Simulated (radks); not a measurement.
The numbers below are computed, except where a source is named.
Species: Nb4+. Configuration: [Kr] 4d1.

Level of theory: Dirac Kohn-Sham, exchange-only PBE, spin-unpolarised, spherical densities, finite nucleus; open shells are shared between the two j in proportion to 2j + 1; Fermi nuclear charge, rms radius 4.324 fm (a radial shooting solver on a logarithmic mesh with Libxc functionals).

Energy parts (Ry):
total: -7630.25789
kinetic: 7902.31605
electron-nucleus: -18308.02729
Hartree: 3006.60370
exchange: -231.15035

Orbitals (lengths in bohr, moments of r in powers of bohr; <r^-3> diverges for s and p1/2):
1s1/2: occ. 2; eigenvalue (Ry) -1385.164; <r^4> 7.987e-06; <r^2> 0.001757; <r> 0.03609
2s1/2: occ. 2; eigenvalue (Ry) -196.6225; <r^4> 0.001491; <r^2> 0.02938; <r> 0.1577
2p1/2: occ. 2; eigenvalue (Ry) -180.7286; <r^4> 0.0009949; <r^2> 0.02224; <r> 0.1346
2p3/2: occ. 4; eigenvalue (Ry) -173.6879; <r^-3> 2211; <r^4> 0.001108; <r^2> 0.02361; <r> 0.1391
3s1/2: occ. 2; eigenvalue (Ry) -35.57021; <r^4> 0.07874; <r^2> 0.2251; <r> 0.4430
3p1/2: occ. 2; eigenvalue (Ry) -29.58862; <r^4> 0.08249; <r^2> 0.2242; <r> 0.4385
3p3/2: occ. 4; eigenvalue (Ry) -28.44719; <r^-3> 362.9; <r^4> 0.09034; <r^2> 0.2348; <r> 0.4490
3d3/2: occ. 4; eigenvalue (Ry) -17.88713; <r^-3> 52.26; <r^4> 0.09803; <r^2> 0.2237; <r> 0.4306
3d5/2: occ. 6; eigenvalue (Ry) -17.67442; <r^-3> 49.94; <r^4> 0.1010; <r^2> 0.2272; <r> 0.4341
4s1/2: occ. 2; eigenvalue (Ry) -7.49905; <r^4> 3.180; <r^2> 1.460; <r> 1.136
4p1/2: occ. 2; eigenvalue (Ry) -5.80183; <r^4> 4.673; <r^2> 1.740; <r> 1.236
4p3/2: occ. 4; eigenvalue (Ry) -5.63444; <r^-3> 53.46; <r^4> 5.078; <r^2> 1.815; <r> 1.262
4d3/2: occ. 0.4; eigenvalue (Ry) -3.11936; <r^-3> 4.859; <r^4> 15.68; <r^2> 3.061; <r> 1.622
4d5/2: occ. 0.6; eigenvalue (Ry) -3.10002; <r^-3> 4.642; <r^4> 16.05; <r^2> 3.098; <r> 1.632

The highest occupied level is 4d5/2 at -42.178 eV. Summed over all electrons, <r^2> = 21.04 bohr^2, which gives a Langevin (diamagnetic) susceptibility term of -16.7 x 10^-6 cm^3/mol. The density falls to 0.001 e/bohr^3 at r = 3.03 bohr.
